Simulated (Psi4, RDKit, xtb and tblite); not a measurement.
Relaxed torsion scan: SMILES C(C[SiH2]Cl)C. Scanned: dihedral C1–C2–C3–Si4 and dihedral C2–C3–Si4–Cl5; all other coordinates were relaxed at GFN2-xTB. Points at φ and −φ are mirror images. Heavy atoms are numbered in the order of the SMILES CCC[SiH2]Cl, hydrogens after them in the order of the atoms that carry them; the mirror image has the same energies with the sign of each dihedral reversed.

Methods: GFN2-xTB (xtb and tblite); MMFF94 // GFN2-xTB (RDKit); PBE/def2-SVP // GFN2-xTB (Psi4); PBE-D3(BJ)/def2-SVP // GFN2-xTB (Psi4); UFF // GFN2-xTB (RDKit).

Energies in kJ/mol at chosen points (x: dihedral C1–C2–C3–Si4 (°); y: dihedral C2–C3–Si4–Cl5 (°)), relative to x = 180, y = 180:

```csv
method,"(-150, 180)","(-60, -90)","(60, 150)","(150, 150)","(-150, -30)","(0, 0)","(-90, 150)"
GFN2-xTB,5.2,6.2,1.0,7.6,8.9,33.6,6.2
MMFF94,7.7,9.3,11.4,11.5,13.2,60.0,10.1
PBE/def2-SVP,5.2,7.0,4.7,9.1,8.8,39.3,9.1
PBE-D3(BJ)/def2-SVP,5.2,5.6,3.2,9.1,7.9,37.0,8.1
UFF,9.0,12.7,9.4,13.0,14.7,68.8,11.7
```

MMFF94 has few fitted parameters for silicon.
